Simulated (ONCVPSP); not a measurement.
**silver, ONCV: configuration errors across variants**

```json
{
  "Element": "Ag (Z = 47)",
  "Generator": "ONCVPSP 4.0.1",
  "Type": "optimised norm-conserving Vanderbilt (ONCV)",
  "Functional": "PBEsol",
  "Relativity": "scalar-relativistic",
  "Frozen core": "[Ar] 3d10",
  "Valence charge": "19",
  "Reference configuration": "4s2 4p6 4d10 (charge +1)",
  "Partial waves": "4s: rc 1.55 bohr, ncon 3, nbas 7, qcut 7.5 1/bohr, 2 projectors, debl 2.6 Ha; 4p: rc 1.60 bohr, ncon 3, nbas 6, qcut 9.8 1/bohr, 1 projector; 4d: rc 1.70 bohr, ncon 4, nbas 9, qcut 8.1 1/bohr, 2 projectors, debl 2.5 Ha",
  "Local potential": "polynomial inside 1.00 bohr (lpopt 5, dvloc0 -1 Ha)",
  "Core correction": "none"
}
```

In the s channel the program set the typed energies aside and used -3.792, 0.250 Ha.

All-electron excitation energies from the reference (eV): (1) 4s2 4p6 4d10 5s1 -7.746; (2) 4s2 4p6 4d9 22.114; (3) 4s2 4p6 4d8 58.296; (4) 4s2 4p6 4d9 5s2 -3.696.

2 further variants failed, have other tests or another functional or relativity, and are left out.

Errors AE − PS in meV (a dash: test not solved or not reliable):

| change | (1) | (2) | (3) | (4) | bound ghosts | GHOST(+) flags above zero |
| --- | --- | --- | --- | --- | --- | --- |
| base | +2.4 | +0.7 | +17 | +7.3 | none | s |
| all radii scaled by about 1.16 (s 1.80, p 1.86, d 1.98 bohr); local potential polynomial inside 1.16 bohr (lpopt 5, dvloc0 -1 Ha) | +3.1 | +6.4 | +53 | +19 | none | s |
| local potential polynomial inside 1.00 bohr (lpopt 5, dvloc0 8.5 Ha) | +2.0 | +0.7 | +16 | +6.3 | none | none |
| d: debl 5.35 | +2.4 | +0.4 | +15 | +7.1 | none | s |
| d: qcut 7.7 | +2.5 | +1.4 | +22 | +9.1 | none | s |
| s: qcut 6.4; p: qcut 8.3; d: qcut 6.9 | +3.3 | +3.5 | +36 | +14 | none | s |
| d: rc 2.36 | +4.4 | +23 | +151 | +53 | none | s |
| p: rc 1.16 | +2.5 | +0.5 | +15 | +7.8 | none | s |

**Question.** Give the same row for: d: qcut 8.2.

**Answer.** +2.4, +0.6, +16, +7.0; bound ghosts: none; GHOST(+) flags above zero: s.
